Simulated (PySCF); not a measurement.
ClO (SMILES [O]Cl), doublet, at a GFN2-xTB geometry. Base run: SCAN/def2-SV(P) in PySCF.

Geometry (Å):
```xyz
2

Cl     0.0000     0.0000    -0.4928
O      0.0000     0.0000     1.0472
```
Charge 0, spin multiplicity 2.
Orbitals are unrestricted.
All else is at PySCF's defaults.
Base energy -535.09014 Eh.

Each row names what was changed in the base input (with any setting that the change needs).

| change | ΔE vs base (mEh) | grid points | electrons on the grid |
|---|---|---|---|
| base | 0.000 | 32968 | 25.00000 |
| grids.radi_method = delley | -5.969 | 34384 | 25.00000 |
| grids.radi_method = gauss_chebyshev | -8.787 | 32424 | 25.00000 |
| small_rho_cutoff = 0 | 0.000 | 32968 | 25.00000 |
| grids.becke_scheme = stratmann | -0.003 | 32968 | 25.00000 |
| grids.level = 7 | -4.415 | 172072 | 25.00000 |
| grids.atom_grid = (50, 194) | -18.193 | 12744 | 24.99995 |
| grids.atom_grid = (99, 590) | -4.297 | 60984 | 25.00000 |
| grids.atom_grid = (150, 974) | -4.043 | 151200 | 25.00000 |
| grids.level = 5 | -3.872 | 86032 | 25.00000 |
| grids.atom_grid = (75, 302) | -1.838 | 27736 | 25.00001 |

Open shells are given as the SCF converged; they aren't shown to be the lowest states, and a large step between rows can be another state.
